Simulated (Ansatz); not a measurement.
Geometry optimisation, RKS LDA/cc-pVDZ (Ansatz 0.2.0).

input.yaml

```yaml
crystal:
  periodic: [false, false, false]
  atoms:
    - { symbol: B, position_ang: [0.0, 0.0, 0.0] }
    - { symbol: H, position_ang: [0.0, 0.0, 1.54] }
    - { symbol: F, position_ang: [1.1431, 0.0, -0.66] }
    - { symbol: Cl, position_ang: [-1.6108, 0.0, -0.93] }
    - { symbol: "N", position_ang: [-0.2369, -1.7396, 0.5833] }
    - { symbol: H, position_ang: [-0.6522, -2.4652, -0.0683] }
    - { symbol: H, position_ang: [0.0425, -2.0107, 1.5692] }
    - { symbol: H, position_ang: [-0.1212, -0.8896, 1.5631] }
basis:
  gaussian: { orbitals: cc-pVDZ }
hamiltonian:
  xc: lda
relax:
  f_tol: 0.15
  max_steps: 25
  restrain:
    - { distance: [0, 4], at: 2.75, k: 30.0 }
    - { distance: [7, 1], at: 1.86, k: 30.0 }
    - { distance: [0, 1], at: 1.19, k: 30.0 }
    - { distance: [7, 4], at: 1.06, k: 30.0 }
```

Command:

```bash
$ ansatz run input.yaml --threads 1 --pin off --max-ram 2048MiB --backend cpu --events-out ev --progress --plain --runs-dir out
```

Problem. Where does it end, and by what steps?

Solution. It converged. The restraints hold the end off the free minimum. After 14 steps the energy has fallen by 3.828 eV (the restraints' own energy left out); H7 moved furthest, 0.98 Å. Joined: B1–H2 (1.54 → 1.20 Å).

| step | energy less start (eV) | largest force component (eV/Å) | accepted |
| --- | --- | --- | --- |
| 0 | 0.0000 | 5.492 | yes |
| 1 | 0.0378 | 4.507 | yes |
| 2 | -0.4689 | 5.858 | yes |
| 3 | -1.7301 | 3.948 | yes |
| 4 | -2.9284 | 3.783 | yes |
| 5 | -3.4782 | 1.967 | yes |
| 6 | -3.5699 | 1.293 | yes |
| 7 | -3.7282 | 0.624 | yes |
| 8 | -3.7887 | 0.630 | yes |
| 9 | -3.8066 | 0.586 | yes |
| 10 | -3.8135 | 0.668 | yes |
| 11 | -3.7948 | 1.059 | no |
| 12 | -3.8214 | 0.670 | yes |
| 13 | -3.8218 | 0.613 | yes |
| 14 | -3.8279 | 0.684 | yes |

```xyz
8
Properties=species:S:1:pos:R:3
B -0.009 0.210 0.010
H -0.247 0.526 1.143
F 1.240 0.003 -0.387
Cl -1.278 0.206 -1.201
N -0.334 -2.231 1.207
H -0.974 -2.292 0.400
H 0.623 -2.258 0.822
H -0.458 -1.271 1.603
```

Run time: 30 s on 1 thread of Arm Neoverse V2, on a shared host, peak memory 0.14 GiB.
